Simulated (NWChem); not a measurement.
Molecule: CH6N2Si2; SMILES N[Si@H]1N=C[SiH2]1

```xyz
11

N      0.4509    -2.1715     0.5227
Si    -0.0627    -0.8039    -0.3749
N     -1.5368     0.1103     0.1576
C     -1.1093     1.3189     0.2572
Si     0.7993     1.3476     0.0008
H      0.1566    -3.1071     0.2679
H      0.7037    -2.1084     1.5014
H     -0.2714    -1.2792    -1.7735
H     -1.8162     2.1408     0.4887
H      1.5393     1.5938     1.2825
H      1.3830     2.2643    -1.0329
```
Atoms are numbered in this order, from 1.

STO-3G and 3-21G are far too small for this property and stand as cheap habits. All runs use the structure optimised with PBE0/def2-SVP.

### Question
Give the principal values of the shielding tensors (ppm) of N1, Si2, N3, C4, Si5 from Hartree-Fock/STO-3G, GIAO (NWChem), with their diamagnetic and paramagnetic parts as GIAO splits them.

### Answer
```tsv
atom	σ11	σ22	σ33	isotropic	diamagnetic	paramagnetic
N1	308.0	324.0	397.8	343.3	314.0	29.3
Si2	473.3	538.1	609.0	540.1	867.6	-327.5
N3	-635.3	-46.5	275.1	-135.6	316.7	-452.3
C4	-83.3	114.7	181.0	70.8	256.6	-185.8
Si5	411.8	551.2	699.8	554.3	869.3	-315.0
```
